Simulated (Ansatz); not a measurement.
`[SiH3]C([SiH3])SS`, relaxed with RKS PBE-D4/def2-SVP in the Gaussian-basis code of Ansatz from a rough embedded geometry. The force threshold is 0.03 eV/Å; the program also tests the step.

The species carries charge 0 and has multiplicity 1.

Start:

```xyz
13

Si   -0.387   -0.336    1.376
C    -0.093   -0.145   -0.439
Si   -0.786    1.511   -0.826
S     1.632   -0.092   -0.914
S     2.156   -2.082   -1.096
H     0.254   -1.679    1.800
H    -1.795   -0.413    1.710
H     0.298    0.698    2.140
H    -0.622   -0.957   -1.030
H    -2.289    1.527   -0.527
H    -0.172    2.603   -0.076
H    -0.716    1.796   -2.300
H     2.522   -2.431    0.179
```

```json
{"step": "1", "energy (eV)": "-38561.2391", "largest force (eV/Å)": "2.477", "largest move (Å)": "0.000"}
{"step": "2", "energy (eV)": "-38561.5382", "largest force (eV/Å)": "0.811", "largest move (Å)": "0.138"}
{"step": "3", "energy (eV)": "-38561.5925", "largest force (eV/Å)": "0.212", "largest move (Å)": "0.059"}
{"step": "4", "energy (eV)": "-38561.6014", "largest force (eV/Å)": "0.119", "largest move (Å)": "0.025"}
{"step": "5", "energy (eV)": "-38561.6040", "largest force (eV/Å)": "0.086", "largest move (Å)": "0.068"}
{"step": "6", "energy (eV)": "-38561.6065", "largest force (eV/Å)": "0.058", "largest move (Å)": "0.083"}
{"step": "7 (rejected)", "energy (eV)": "-38561.6057", "largest force (eV/Å)": "0.069", "largest move (Å)": "0.031"}
{"step": "8", "energy (eV)": "-38561.6071", "largest force (eV/Å)": "0.017", "largest move (Å)": "0.016"}
```

End:

```xyz
13

Si   -0.338   -0.494    1.406
C    -0.149   -0.100   -0.446
Si   -0.845    1.616   -0.919
S     1.628   -0.136   -0.953
S     2.129   -2.161   -0.963
H     0.367   -1.780    1.737
H    -1.794   -0.635    1.769
H     0.267    0.625    2.208
H    -0.706   -0.835   -1.069
H    -2.276    1.683   -0.459
H    -0.056    2.700   -0.238
H    -0.778    1.808   -2.407
H     2.552   -2.289    0.333
```

Hardware: 4 threads of an Arm Neoverse V1 on a shared host. Wall time 15 s, peak host memory 0.19 GiB.
